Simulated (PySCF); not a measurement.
Si(H)2(F)(NHSiH3) (FH6NSi2), SMILES F[SiH2]N[SiH3].

Coordinates come from a PBE0-D3(BJ)/def2-SVP optimisation. Other conformers were not sampled.

Two levels are set side by side: TDA-PBE/def2-SVPD (PySCF) and TDA-PBE0/def2-SVPD (PySCF). Vertical, same geometry. The lowest singlet is HOMO→LUMO 99 % with PBE and HOMO→LUMO 99 % with the other functional; states are paired by order. Differences are taken from unrounded values.

```tsv
quantity	TDA-PBE0	TDA-PBE	TDA-PBE minus TDA-PBE0
lowest singlet excitation (eV)	6.61	5.98	-0.63
lowest triplet excitation (TDA) (eV)	6.23	5.67	-0.56
first bright state (f over 0.05) (eV)	8.19	6.88	-1.31
its oscillator strength	0.08	0.05	-0.03
```

A lower first singlet is the usual sign of a functional without exact exchange. Differences between two approximate levels are no errors against the true value.

Rough cost on one machine, each run with all the roots and properties that it gave: TDA-PBE0 against TDA-PBE within a factor of 2.
